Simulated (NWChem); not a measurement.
Molecule: GeH2O2, singlet; SMILES [OH][Ge][OH]

```xyz
5

Ge     0.0000     0.0000     0.4214
O      1.3035     0.0000    -0.7947
H      2.1766     0.0000    -0.3856
O     -1.3035     0.0000    -0.7947
H     -2.1766     0.0000    -0.3856
```
Atoms are numbered in this order, from 1.

Results from NWChem. Low-valent species are run as closed-shell singlets; no triplet was tried in these runs. Structure relaxed at the PBE0/def2-SVP level. B3LYP is NWChem's, with the RPA form of VWN correlation. Ions are spin-unrestricted doublets at the neutral geometry; other ion states weren't tried.

For level B3LYP/def2-SVP:

* **vertical ionisation energy, ΔSCF (eV)**: 9.62
* **−ε(HOMO) (eV)**: 6.92

Question: What are these values for level PBE/def2-SVP?

Answer: 
- vertical ionisation energy, ΔSCF (eV): 9.36
- −ε(HOMO) (eV): 5.85
